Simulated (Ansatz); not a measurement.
Calculated with Ansatz (gas phase, PBE0-D4/def2-TZVP geometries, no zero-point term in ΔE). CBS: MP2 limit from def2 TZ/QZ plus the TZ coupled-cluster correction, frozen cores. This one scheme is used for every species, atoms too. DFT in def2-TZVPP. Open shells (•) are unrestricted, without spin–orbit coupling. Spin–orbit coupling would lower the free atoms: a little for Al, C, F. Each species was taken in one conformer, which may not be the lowest.

Reaction (atomization): `N=[C](N)[AlH][F]` → Al• + C• + F• + 4 H• + 2 N•

`N=[C](N)[AlH][F]`:

Cartesian coordinates in Å:
```
N 0.392 -1.330 0.900
C 0.054 -0.480 0.002
N -0.239 -0.926 -1.257
Al 0.055 1.447 0.415
F 0.531 1.774 1.960
H 0.630 -0.873 1.775
H -0.746 -0.341 -1.896
H -0.329 -1.924 -1.381
H -0.349 2.654 -0.518
```

CCSD(T)/CBS gives +34.46 eV.

Task: Another level gave +34.01 eV. Which?
A. r2SCANh/def2-TZVPP
B. r2SCAN-D4/def2-TZVPP
C. B2PLYP/def2-TZVPP
D. revPBE-D4/def2-TZVPP

Result: A. r2SCANh 34.01, r2SCAN-D4 34.43, revPBE-D4 34.52, B2PLYP 34.19 eV.

Largest T1 diagnostic among the species: 0.018.

In def2-TZVPP, CCSD(T) changes the Hartree–Fock value by +10.22 eV (the triples alone add +0.70 eV) and MP2 by +11.14 eV; breaking electron pairs costs correlation energy, which Hartree–Fock lacks. Leaving LDA and LC-ωPBE aside and taking each functional with its dispersion term where it has one, the values, not all of them listed here, spread over 2.55 eV, from BHLYP-D4 to PBE-D4. LDA lies +4.72 eV from PBE without D4, its usual overbinding. From PBE to PBE0 (25 % exact exchange), in def2-TZVPP and without D4, ΔE moves by −1.14 eV: exact exchange takes away binding that semilocal exchange gives to molecules.

For atomizations the MP2-based limit and the directly extrapolated one differ by several kJ/mol either way, and by 10 to 25 for some Ge, Se and Sn compounds, so smaller differences from it don't rank the levels.
